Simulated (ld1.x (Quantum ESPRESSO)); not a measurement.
# An all-electron radial function and its pseudo partner (Li)

Columns: radius, all-electron u(r) and pseudo u(r) of the 2s shell (level -2.88 eV) of lithium in the configuration [He] 2s1 2p0; revPBE, scalar-relativistic, TM scheme, ld1.x (Quantum ESPRESSO) 7.5.

| r (bohr) | all-electron | pseudo |
| --- | --- | --- |
| 0.210 | 0.1749 | -0.0286 |
| 0.420 | 0.1677 | -0.0587 |
| 0.630 | 0.0925 | -0.0917 |
| 0.840 | -0.0033 | -0.1290 |
| 1.050 | -0.0997 | -0.1719 |
| 1.260 | -0.1880 | -0.2207 |
| 1.470 | -0.2647 | -0.2745 |
| 1.680 | -0.3289 | -0.3300 |
| 1.890 | -0.3826 | -0.3826 |
| 2.100 | -0.4279 | -0.4279 |
| 2.310 | -0.4636 | -0.4636 |
| 2.520 | -0.4901 | -0.4901 |
| 2.730 | -0.5081 | -0.5081 |
| 2.940 | -0.5183 | -0.5183 |
| 3.150 | -0.5217 | -0.5217 |
| 3.360 | -0.5191 | -0.5191 |
| 3.570 | -0.5114 | -0.5114 |
| 3.780 | -0.4993 | -0.4993 |
| 3.990 | -0.4838 | -0.4838 |
| 4.200 | -0.4657 | -0.4657 |
| 4.410 | -0.4456 | -0.4456 |
| 4.620 | -0.4243 | -0.4243 |
| 4.830 | -0.4023 | -0.4023 |
| 5.040 | -0.3800 | -0.3800 |
| 5.250 | -0.3579 | -0.3579 |
| 5.460 | -0.3363 | -0.3363 |

Question: How many radial nodes do the two functions have?

Answer: The all-electron 2s function has n − l − 1 = 1; the pseudo-wave has 0, since the states of the same l below it are removed with the core.

Question: At about which radius was the pseudo-wave matched?

Answer: 2.20 bohr. The columns agree to 0.0005 from 1.89 bohr on; several derivatives are matched, so the curves merge somewhat inside the radius.

Question: Is the pseudo-wave norm-conserving?

Answer: Yes: the TM scheme keeps the norm inside the radius equal to the all-electron one, which fixes the energy derivative of the logarithmic derivative at the level.
